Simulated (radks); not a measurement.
Numerical settings for the gold ion Au+, [Xe] 4f14 5d10. All-electron calculation, scalar-relativistic Kohn-Sham, BLYP, spin-polarised, spherical densities, finite nucleus; Fermi nuclear charge, rms radius 5.4371 fm. Program: a radial shooting solver on a logarithmic mesh with Libxc functionals. The defaults (mesh step 0.008 in ln r, mesh end at 40 bohr or more with all orbitals vanishing there, Anderson mixing 0.5 over 9 steps, residual threshold near 1e-9 with the energy settled to 1e-9 hartree or 1e-11 of itself, here a cap of 93 iterations) give E = -19008.281 hartree and 5d at -15.247 eV in 16 iterations. Run on one thread of a shared host, so times are rough (Arm Neoverse V2): 0.27 s of CPU time, 0.27 s wall, 16 iterations on 2314 mesh points. One setting is changed at a time: mesh step in ln r 0.012; mesh step in ln r 0.2; mesh step in ln r 0.005; mesh end (bohr) 8; mesh end (bohr) 2; residual threshold 0.01; residual threshold 1e-16; mixing 2.5; linear mixing, mixing 1; linear mixing, mixing 0.8; mixing history 3; iteration cap 2. Which runs fail to converge, and which converge to a wrong energy?

Answer. Not converged within the cap: mesh step in ln r 0.2; residual threshold 1e-16; linear mixing, mixing 1; linear mixing, mixing 0.8; iteration cap 2. Settled on a wrong energy, with an occupied level pushed above zero by the early mesh end: mesh end (bohr) 2 (+9.53 hartree). Apart from these: no run marked as converged misses the energy by more than 1 mhartree.
